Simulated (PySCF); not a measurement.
A structure optimised at PBE-D3(BJ)/def2-SVP, used in a PySCF frequency run:

```xyz
11

C      0.0000     0.0000    -2.1706
Sn     0.0000     0.0000    -0.0272
O     -1.6614    -0.8351     0.7390
O      0.1075     1.8564     0.7390
O      1.5539    -1.0213     0.7390
H     -1.0297    -0.1972    -2.5211
H      0.3440     0.9903    -2.5211
H      0.6856    -0.7931    -2.5211
H     -1.3777    -1.4936     1.4040
H     -0.6047     1.9399     1.4040
H      1.9824    -0.4463     1.4040
```
Charge 0, spin multiplicity 1.

Q: Write its SMILES, formula and point group.

A: [CH3][Sn]([OH])([OH])[OH], CH6O3Sn, C3

Q: What are its rotational constants (standard atomic weights)?

A: 2.7803, 2.5407, 2.5407 GHz
